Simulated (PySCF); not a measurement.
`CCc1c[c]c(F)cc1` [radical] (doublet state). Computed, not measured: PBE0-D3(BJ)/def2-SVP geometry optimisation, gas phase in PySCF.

```
atom  x, y, z in Å
C1     2.3724   -0.0230   -0.5273
C2     1.4764   -0.1921    0.6968
C3     0.0208    0.0447    0.3925
C4    -0.5372    1.3322    0.5091
C5    -1.8579    1.4991    0.1752
C6    -2.6877    0.4949   -0.2691
F7    -3.9633    0.7137   -0.5703
C8    -2.1428   -0.7825   -0.3902
C9    -0.8038   -0.9923   -0.0615
H10    2.0975   -0.7355   -1.3201
H11    2.2796    0.9898   -0.9486
H12    3.4303   -0.1894   -0.2721
H13    1.7996    0.5015    1.4898
H14    1.5984   -1.2080    1.1067
H15    0.0733    2.1692    0.8626
H16   -2.7810   -1.5989   -0.7374
H17   -0.3886   -1.9993   -0.1558
```

Q: What is the longest distance between nuclei?

A: F7···H12, 7.45 Å; the next longest distance is 6.39 Å.

Q: Where is the centre of mass (commonest isotopes), and what is the radius of gyration?

A: Mass 123.061 u; centre at (-0.951, 0.228, -0.037) Å; Rg = √(Σ m r²/M) = 2.263 Å. As Ia + Ib + Ic = 2 Σ m r², the three principal moments sum to 1260.2 u·Å².

Q: Give the dihedral angles C2–C3–C9–H17, H10–C1–C2–H13, C1–C2–C3–C9, C6–C8–C9–C3.

A: C2–C3–C9–H17 3° (synperiplanar); H10–C1–C2–H13 178° (antiperiplanar); C1–C2–C3–C9 88° (synclinal); C6–C8–C9–C3 0° (synperiplanar). Dihedral signs follow IUPAC: positive where, seen along the central bond, the front bond turns clockwise onto the rear one.

Q: How far apart are these pairs, which share no bond: C3···H11, C3···H17, C6···C9, C8···H13, C9···H11, H11···H17?

A: C3···H11 2.792 Å (3 bonds apart); C3···H17 2.155 Å (2 bonds apart); C6···C9 2.409 Å (2 bonds apart); C8···H13 4.553 Å (4 bonds apart); C9···H11 3.771 Å (4 bonds apart); H11···H17 4.084 Å (5 bonds apart).

Q: What are the angles C2–C1–H12, C3–C2–H14, C1–C2–C3, C4–C3–C9, C5–C4–H15, C9–C8–H16, C8–C9–H17?

A: From the scalar product of the two bond vectors; for C2–C1–H12 it is -0.6073 Å² over 1.5264 × 1.1009 Å², cos θ = -0.3614. C2–C1–H12 111.2°; C3–C2–H14 109.1°; C1–C2–C3 112.8°; C4–C3–C9 118.1°; C5–C4–H15 121.5°; C9–C8–H16 121.5°; C8–C9–H17 118.9°.

Q: How far are the heavy atoms from their best plane (unweighted least squares)?

A: 0.369 Å rms; C1 0.84, C2 0.49, C3 0.32, C4 0.20, C5 0.00, C6 0.10, F7 0.29, C8 0.01, C9 0.22 Å (magnitudes).

Q: Write the matrix of distances between heavy atoms (Å, lower triangle).

A: 
```
C1    0.000
C2    1.526  0.000
C3    2.526  1.506  0.000
C4    3.373  2.532  1.408  0.000
C5    4.550  3.775  2.386  1.372  0.000
C6    5.093  4.330  2.824  2.435  1.376  0.000
F7    6.379  5.658  4.153  3.645  2.368  1.329  0.000
C8    4.581  3.825  2.445  2.803  2.368  1.394  2.363  0.000
C9    3.353  2.533  1.401  2.408  2.716  2.409  3.627  1.395  0.000
```

PBE0-D3(BJ)/def2-SVP frequencies: not computed here. ⟨S²⟩ = 0.761 (exact for a doublet: 0.75).

One conformer stands for the species.
